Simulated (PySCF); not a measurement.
## PBE0 on Cl (chlorine, neutral)

Configuration: [Ne] 3s2 3p5, 2P determinant. Calculation: PySCF 2.14, in def2-SVP (4s3p1d, 18 functions); the non-relativistic Hamiltonian (point nucleus).

| Quantity | Value |
| --- | --- |
| Total energy | -459.8385 hartree |
| One-electron energy | -634.9429 hartree |
| Hartree (Coulomb) energy | 203.1657 hartree |
| Exchange-correlation energy | -28.0614 hartree |
| Kinetic energy | 459.08796 hartree |
| ⟨S²⟩ | 0.7523 |
| ⟨L²⟩ | 2.009 |
| Sum of ⟨r⟩ | 15.66 bohr |
| Sum of ⟨r²⟩ | 26.56 bohr² |
| Traceless quadrupole moment −½Σ⟨3z² − r²⟩ along its main axis | 1.54 e·bohr² |
| Density at the nucleus (Gaussians lack the cusp) | 2920 bohr⁻³ |
| Spin density at the nucleus | 0.0842 bohr⁻³ |
| Langevin diamagnetic susceptibility | -21.0 ×10⁻⁶ cm³/mol |
| Time after the integrals | 0.06 s of wall time on 1 thread of Intel(R) Xeon(R) 6975P-C (shared host) |

```tsv
shell	electrons	mean orbital energy (eV)	spread (eV)	rms radius, mean of both spins (bohr)
1s α	1	-2767.8	0	0.106
1s β	1	-2767.6	0	0.106
2s α	1	-260.27	0	0.484
2s β	1	-260.09	0	0.484
2p α	3	-198.68	0.663	0.454
2p β	3	-198.40	0.134	0.454
3s α	1	-23.253	0	1.67
3s β	1	-21.615	0	1.67
3p α	3	-10.163	1.638	1.96
3p β	2	-9.148	0	1.96
```
